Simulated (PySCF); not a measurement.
# Radial density of Mg³⁺ (magnesium, charge +3)

UHF, [He] 2s2 2p5, 2P determinant. Computed with PySCF 2.14 in cc-pVDZ-DK, with the spin-free X2C one-electron Hamiltonian (Gaussian nucleus).

```csv
r (bohr),4πr²ρ (e/bohr),4πr²(ρα − ρβ)
0.00208,0.06343,0.0000
0.00350,0.1708,0.0000
0.00589,0.4414,0.0000
0.00990,1.110,0.0001
0.0167,2.628,0.0003
0.0280,5.611,0.0015
0.0471,9.993,0.0085
0.0793,13.22,0.0455
0.133,11.08,0.1984
0.224,6.845,0.6405
0.377,8.738,1.2575
0.634,8.997,1.2132
1.07,3.029,0.4283
1.79,0.1813,0.0271
3.02,0.0008157,0.0003
8.54,0.0001015,0.0000
```

Densities and radii are taken from the X2C orbitals without a picture-change correction, which distorts them close to the nucleus.
